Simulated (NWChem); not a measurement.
**Lowest excitation of OZn**

```
Zn
O 1 1.6943
```
Charge 0, spin multiplicity 1.

Everything below was run with NWChem. All single points use one geometry, from PBE/def2-SVP, a minimum by its harmonic frequencies.

Basis set: def2-SVPD. CR-EOMCCSD(T) is the triples correction to the same EOM-CCSD root.

| method | lowest vertical singlet excitation energy (eV) | difference from EOM-CCSD |
|---|---|---|
| TDA-BHandHLYP | 0.90 | +0.04 |
| CIS | 1.12 | +0.27 |
| TD-B3LYP | 0.78 | -0.07 |
| EOM-CCSD | 0.85 | 0.00 |
| CR-EOMCCSD(T) | 0.64 | -0.21 |

The values span 0.48 eV, from CR-EOMCCSD(T) (lowest) to CIS (highest). 

The correlated methods keep 10 core orbitals frozen. B3LYP has NWChem's definition, with VWN1-RPA local correlation. The structure started from a generated list of species. Differences from the coupled-cluster row are differences between methods, not errors against experiment.
